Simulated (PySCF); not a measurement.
## Computed properties of Se(iPr)(NH2) (C3H9NSe), SMILES CC(C)[Se]N

Se(iPr)(NH2) (C3H9NSe), SMILES CC(C)[Se]N. Coordinates come from a PBE0-D3(BJ)/def2-SVP optimisation. Other conformers were not sampled. All values are computed for the isolated molecule unless a solvent is named; none is compared with measurement here.

**Structure.** All 36 harmonic modes at PBE0-D3(BJ)/def2-SVP (PySCF) are real, so it is a minimum. With heavy atoms numbered as in [Se:1]([CH:2]([CH3:3])[CH3:4])[NH2:12], the shortest bond between them is C2–C4 at 1.515 Å and the longest Se1–C2 at 1.979 Å.

**Vibrations.** The strongest infrared lines (harmonic, unscaled, degenerate partners summed) lie at 572 cm⁻¹ (192 km/mol, N 60 %, H 33 %), 766 cm⁻¹ (41 km/mol, H 53 %, N 36 %, Se 11 %), 1235 cm⁻¹ (27 km/mol, H 70 %, C 30 %). The softest mode is at 63 cm⁻¹ and the zero-point energy is 75.6 kcal/mol.

**Electronic structure.** M06-2X/def2-TZVP (PySCF) places the frontier levels at -7.37 and 0.83 eV, a gap of 8.20 eV, and gives a dipole moment of 2.56 D and a mean polarisability of 71.8 bohr³. PBE/def2-TZVP (PySCF) at the same geometry gives -5.03 and -0.87 eV, so its gap is 4.04 eV narrower. An orbital gap is neither the optical nor the fundamental gap.

**Excitations.** TDDFT-B3LYP/def2-SVPD (PySCF) has S1 at 4.50 eV (276 nm, f = 0.001, dark); the most intense of the 10 singlets computed lies at 7.02 eV (f = 0.06). T1 (TDA) is at 3.96 eV. TDDFT-PBE/def2-SVPD (PySCF) puts S1 at 4.25 eV. No vertical singlet excitation falls in the visible range (under 3.1 eV).

**NMR.** GIAO shifts at HF/pcSseg-1 (PySCF) (non-relativistic, atoms alike by connectivity averaged): ¹³C from 21.8 to 36.7 ppm against TMS; ¹H from 1.4 to 2.7 ppm against TMS.
